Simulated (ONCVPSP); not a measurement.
## molybdenum, ONCV: configuration errors across variants

Mo, optimised norm-conserving Vanderbilt (ONCV), made with ONCVPSP 4.0.1 (PBE, scalar-relativistic). Core [Ar] 3d10, reference 4s2 4p6 4d4 5s2. Waves: 4s+5s: rc 1.75 bohr, ncon 3, nbas 8, qcut 6.4 1/bohr, 2 projectors; 4p: rc 1.40 bohr, ncon 4, nbas 8, qcut 5.1 1/bohr, 2 projectors, debl 3.4 Ha; 4d: rc 1.90 bohr, ncon 3, nbas 7, qcut 9.1 1/bohr, 2 projectors, debl 1.1 Ha; f scattering state at 0.27 Ha: rc 1.40 bohr, ncon 4, nbas 8, qcut 8.9 1/bohr, 3 projectors, debl 0.5 Ha. Local part: polynomial inside 1.05 bohr (lpopt 3, dvloc0 4 Ha). Core correction: Teter function, parameters optimised by the program.

All-electron excitation energies from the reference (eV): (1) 4s2 4p6 4d5 5s1 -0.198; (2) 4s2 4p6 4d5 5s0 6.692; (3) 4s2 4p6 4d4 5s0 22.154; (4) 4s2 4p6 4d4 5s1 5p1 3.541.

Errors AE − PS in meV (a dash: test not solved or not reliable):

```
    change   (1)   (2)   (3)   (4)  bound ghosts  GHOST(+) flags above zero
      base  -5.0   -11  -8.3  -0.7          none                          f
d: rc 1.34  -5.3   -12  -8.2  -0.7          none                          f
 d: rc 1.5  -5.2   -11  -8.2  -0.7          none                          f
d: rc 1.64  -5.1   -11  -8.3  -0.7          none                          f
d: rc 1.82  -5.1   -11  -8.3  -0.7          none                          f
d: rc 1.98  -4.8   -11  -8.2  -0.7          none                          f
d: rc 2.16  -3.8  -9.1  -8.2  -0.7          none                          f
 d: rc 2.3  -3.2  -7.7  -8.2  -0.7          none                          f
d: rc 2.48  -0.7  -2.8  -8.3  -0.7          none                          f
d: rc 2.62  +1.1  +0.4  -8.6  -0.8          none                          f
```

Q: Give the same row for: d: rc 2.8.

A: +6.9, +11, -9.7, -0.8; bound ghosts: none; GHOST(+) flags above zero: f.
